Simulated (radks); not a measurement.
Question: The table gives one normalised radial function P(r) = r R(r) (large component) of Hf+ in [Xe] 4f14 5d1 6s2 (r in bohr). Calculated with a radial shooting solver on a logarithmic mesh with Libxc functionals: Dirac Kohn-Sham, PBEsol, spin-unpolarised, spherical densities, point nucleus; open shells are shared between the two j in proportion to 2j + 1.

r           P
0.002352   0.0045
0.003187   0.0079
0.00432    0.0135
0.005854   0.0230
0.007934   0.0383
0.01075    0.0620
0.01457    0.0964
0.01975    0.1419
0.02677    0.1927
0.03628    0.2316
0.04916    0.2259
0.06663    0.1360
0.08958   -0.0445
0.1214    -0.2576
0.1645    -0.3308
0.223     -0.1119
0.3022     0.2997
0.4096     0.5021
0.5551     0.1843
0.7523    -0.4603
1.02      -0.9293
1.382     -0.9324
1.873     -0.6016
2.538     -0.2567
3.44      -0.0688
4.662     -0.0100
6.318     -0.0007
8.563     0.0000

Which n and l does it have? It may be an empty orbital.

Answer: n = 5, l = 1: the number of nodes gives n - l - 1 = 3, the rise at small r points to l (this Dirac orbital starts as r^gamma with gamma = sqrt((l + 1)^2 - (Z/c)^2) = 1.93; the j = 3/2 orbital of l + 1 starts with the same power, but with a smaller coefficient, and then steepens), and the extent must fit the shell. The curve is that of 5p3/2; the two j differ most near the nucleus, where j = l - 1/2 has the larger amplitude, and in heavy atoms j = l - 1/2 is also the more compact. 5p3/2: eigenvalue -42.518 eV, 3 radial nodes at r = 0.0841, 0.243, 0.609 bohr, <r> = 1.37 bohr, 90 % of the charge inside 2.01 bohr.
